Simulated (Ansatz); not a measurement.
Ideal-gas functions of F₃HO₂W, SMILES `[O]=[W]([OH])([F])([F])[F]` at 400 K and 1 bar, from an Ansatz frequency run at PBE0-D4/def2-TZVP.

Molar mass 273.84 g/mol, point group Cs (symmetry number 1), electronic degeneracy 1, moments of inertia 182.266, 184.75, 240.892 u Å². Harmonic wavenumbers (cm⁻¹, unscaled): 98, 111, 241, 259, 295, 309, 330, 384, 511, 638, 684, 706, 771, 1093, 3917.

Use S(trans) = R[1.5 ln M + 2.5 ln T − 1.1517]; rotational temperatures θ = 24.2544 K / I; S(rot) = R[ln(√π/σ · √(T³/θAθBθC)) + 1.5]; for each mode x = 1.438777 ν̃/T, S = R[x/(eˣ − 1) − ln(1 − e⁻ˣ)] and H = RT x/(eˣ − 1); 1 cm⁻¹ = 0.0119627 kJ/mol; R = 8.31446 J/(mol·K).

By hand: the entropy, in J/(mol·K).

Translation 185.0. Rotation: θ = 0.1331, 0.1313, 0.1007 K, giving 118.3. Vibration, mode by mode: 17.03, 16.00, 9.76, 9.20, 8.20, 7.85, 7.36, 6.26, 4.33, 3.02, 2.65, 2.49, 2.07, 0.82, 0.00, in all 97.0. Electronic 0.0. Sum 400.3 J/(mol·K).

By hand: H − E and G − E in kJ/mol, counted from the electronic energy.

Zero-point energy ½ × 10347 × 0.0119627 = 61.9; thermal vibration 20.9; translation, rotation and pV give 4 RT = 13.3. H − E = 96.1 kJ/mol, and G − E = 96.1 − 400 × 400.3/1000 = -64.0 kJ/mol.

Vibration gives 24 % of the entropy, 33.0 J/(mol·K) of it from the modes under 150 cm⁻¹: soft modes count most, and the harmonic formula is weakest for them. The sum counts one conformer and one mirror image; others add a mixing term.
